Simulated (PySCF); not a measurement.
Species: C8H10ClN.
SMILES with atom numbers: `[N:1]#[C:2][C@@H:3]1[C@H:4]([Cl:5])[CH2:6][CH2:7][C:8]12[CH2:9][CH2:10]2`

Cartesian coordinates in Å at the GFN2-xTB level; atoms count from 1:
```xyz
20
C8H10ClN angstrom
N     -0.306   -0.851    2.966
C     -0.417   -0.211    2.026
C     -0.511    0.586    0.822
C     -1.764    0.215    0.017
Cl    -3.217    0.052    1.040
C     -1.367   -1.088   -0.665
C      0.078   -0.832   -1.108
C      0.624    0.208   -0.133
C      1.599    1.251   -0.591
C      2.042    0.171    0.350
H     -0.494    1.642    1.107
H     -1.982    0.997   -0.714
H     -1.403   -1.898    0.065
H     -2.025   -1.339   -1.495
H      0.099   -0.436   -2.126
H      0.667   -1.749   -1.090
H      1.503    2.257   -0.209
H      1.939    1.207   -1.615
H      2.242    0.434    1.378
H      2.686   -0.607   -0.030
```

NICS is the negative of the GIAO shielding at a point without a nucleus: at the ring centre (0) and 1 Å above and below it (1); zz is the component along the ring normal. Level: GIAO PBE0/pcSseg-1 (PySCF, non-relativistic, gas phase) on the GFN2-xTB geometry, one conformer.

Ring bond lengths (Å), with Mayer bond orders in brackets: C3–C4 1.535 (0.97), C4–C6 1.524 (0.96), C6–C7 1.533 (1.04), C7–C8 1.527 (0.96), C8–C3 1.531 (0.94); C8–C9 1.499 (0.94), C9–C10 1.500 (0.97), C10–C8 1.498 (0.95).

Q: Give the NICS values of each ring in ppm.

A: 
```csv
ring,type,NICS(0),"NICS(1), two faces","NICS(1)zz, two faces",rms pucker (Å),"centre to ring atoms, mean (Å)"
C3–C4–C6–C7–C8,5-membered carbocycle; formal bonds all single,-5.1,-3.6 / -2.7,-2.7 / -1.0,0.18,1.28
C8–C9–C10,3-membered carbocycle; formal bonds all single,-44.2,-8.4 / -8.4,-20.9 / -20.6,0.00,0.87
```

Q: What do they say, and how far can they be read as aromaticity?

A: 
- C3–C4–C6–C7–C8: mean NICS(1)zz -1.8 ppm, near zero. C3, C4, C6, C7, C8 have four or more neighbours, so the value isn't read as a sign of a π ring current.
- C8–C9–C10: mean NICS(1)zz -20.8 ppm, shielded. C8, C9, C10 have four or more neighbours, so the value isn't read as a sign of a π ring current. NICS(0) lies 36 ppm below the mean NICS(1).

Q: What field does 11.7 T along the ring normal induce along that normal at the first NICS(1) probe listed for ring C8–C9–C10, 1 Å off the ring?

A: NICSzz × B0 = -20.9 ppm × 11.7 T = -245 μT, against the applied field.

Q: How shielded are the nuclei of the rings and their hydrogens (means over atoms taken as equivalent)?

A: 
```json
{"atoms": "C3", "environment": "sp3 carbon next to a nitrile", "σ isotropic (ppm)": "138.0", "principal values of the symmetric part, first atom (ppm)": "112.1, 135.4, 166.4"}
{"atoms": "C4", "environment": "sp3 C–Cl carbon", "σ isotropic (ppm)": "122.2", "principal values of the symmetric part, first atom (ppm)": "86.1, 123.8, 156.7"}
{"atoms": "C6", "environment": "ring CH2 carbon", "σ isotropic (ppm)": "146.9", "principal values of the symmetric part, first atom (ppm)": "113.7, 151.9, 175.1"}
{"atoms": "C7", "environment": "ring CH2 carbon", "σ isotropic (ppm)": "151.0", "principal values of the symmetric part, first atom (ppm)": "120.4, 152.8, 179.7"}
{"atoms": "C8", "environment": "sp3 carbon at a ring junction", "σ isotropic (ppm)": "161.8", "principal values of the symmetric part, first atom (ppm)": "125.6, 145.6, 214.3"}
{"atoms": "C9", "environment": "three-membered-ring carbon", "σ isotropic (ppm)": "164.8", "principal values of the symmetric part, first atom (ppm)": "125.9, 175.9, 192.6"}
{"atoms": "C10", "environment": "three-membered-ring carbon", "σ isotropic (ppm)": "170.3", "principal values of the symmetric part, first atom (ppm)": "135.9, 176.5, 198.5"}
{"atoms": "H11", "environment": "methine hydrogen", "σ isotropic (ppm)": "29.36", "principal values of the symmetric part, first atom (ppm)": "25.7, 28.4, 34.0"}
{"atoms": "H12", "environment": "methine hydrogen", "σ isotropic (ppm)": "27.50", "principal values of the symmetric part, first atom (ppm)": "22.1, 28.7, 31.8"}
{"atoms": "H13", "environment": "methylene hydrogen", "σ isotropic (ppm)": "29.19", "principal values of the symmetric part, first atom (ppm)": "25.8, 28.3, 33.5"}
{"atoms": "H14", "environment": "methylene hydrogen", "σ isotropic (ppm)": "29.44", "principal values of the symmetric part, first atom (ppm)": "24.5, 27.7, 36.1"}
{"atoms": "H15", "environment": "methylene hydrogen", "σ isotropic (ppm)": "29.94", "principal values of the symmetric part, first atom (ppm)": "24.0, 29.1, 36.7"}
{"atoms": "H16", "environment": "methylene hydrogen", "σ isotropic (ppm)": "29.73", "principal values of the symmetric part, first atom (ppm)": "24.5, 28.4, 36.2"}
{"atoms": "H17", "environment": "methylene hydrogen", "σ isotropic (ppm)": "30.96", "principal values of the symmetric part, first atom (ppm)": "25.4, 28.3, 39.2"}
```

The list is cut; further classes of hydrogen are left out.

Time: 48 s. Hardware: one thread of an x86-64 server, shared host. This is the whole shielding run at PBE0/pcSseg-1, SCF included.
